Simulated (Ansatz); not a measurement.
Two structures of GeSiH$_{6}$Cl, doublet, reached by relaxing down either side of one saddle point (PBE0-D4/def2-TZVP). Energies are electronic, without zero-point energy. Ansatz 0.2.0; basis: def2-TZVPP and def2-QZVPP; cores frozen in the correlated methods; orbitals are unrestricted. Filled d shells of the heavier atoms are correlated. The def2 sets are not built for correlating such inner shells, so the correlated values are less sure here. Extrapolation: Hartree–Fock as exp(−7.88 √X), correlation as X^−2.97. First:

Cl1  (0.238, -0.740, 0.356)
Si2  (0.797, -2.516, 1.225)
Ge3  (-0.857, 2.701, -1.312)
H4  (1.120, -2.263, 2.648)
H5  (1.986, -3.035, 0.511)
H6  (-0.329, -3.471, 1.113)
H7  (-2.312, 2.994, -0.902)
H8  (0.093, 3.799, -0.801)
H9  (-0.736, 2.531, -2.837)
(Å)

Second:

Cl1  (-0.228, 0.668, -0.292)
Si2  (0.846, -2.684, 1.315)
Ge3  (-0.799, 2.524, -1.230)
H4  (1.183, -2.449, 2.744)
H5  (2.036, -3.152, 0.557)
H6  (-0.281, -3.644, 1.184)
H7  (-2.247, 2.811, -0.819)
H8  (0.160, 3.603, -0.717)
H9  (-0.669, 2.324, -2.743)
(Å)

Question: Which bonds change from the first to the second?

Answer: SiH₃Cl ([SiH3][Cl]) + GeH₃ → GeH₃Cl ([Cl][GeH3]) + SiH₃; bonds formed: Cl1–Ge3; bonds broken: Cl1–Si2.

Question: Give the saddle point's structure and its height above each. (To be estimated.)

Answer: The calculation gives: 94.5 kJ/mol above the first and 46.9 kJ/mol above the second (CCSD(T) at an estimated basis limit (MP2 extrapolated from triple and quadruple zeta, plus CCSD(T) − MP2 in triple zeta)).
```
9
angstrom
Cl -0.0226 0.0449 -0.0039
Si 0.6642 -2.0987 1.0230
Ge -0.6611 2.0864 -1.0156
H 0.9874 -1.8363 2.4475
H 1.8545 -2.5897 0.2857
H -0.4715 -3.0456 0.8977
H -2.1113 2.3696 -0.6009
H 0.2952 3.1703 -0.4999
H -0.5349 1.8993 -2.5336
```

T1 diagnostic: at most 0.015. ⟨S²⟩ of the unrestricted Hartree–Fock references: 0.75 to 0.79 (a pure state has 0.75). The start structure is not quite a true minimum (one mode of 49i cm⁻¹). The end structure is not quite a true minimum (one mode of 56i cm⁻¹).

Radical steps of this kind take place in plasma deposition and etching.

Labels in which every atom is bracketed show which atoms are joined, not bond orders.

For scale, one of the runs: CCSD(T)/def2-TZVPP, 216 basis functions, launched by `ansatz run in.yaml --threads 8 --pin off --events-out ev --progress --plain --max-ram 19148MiB`. Time: 2.8 min of wall clock on 8 CPU threads of an Arm Neoverse V2; the host was shared. Peak host memory: 7.8 GiB.
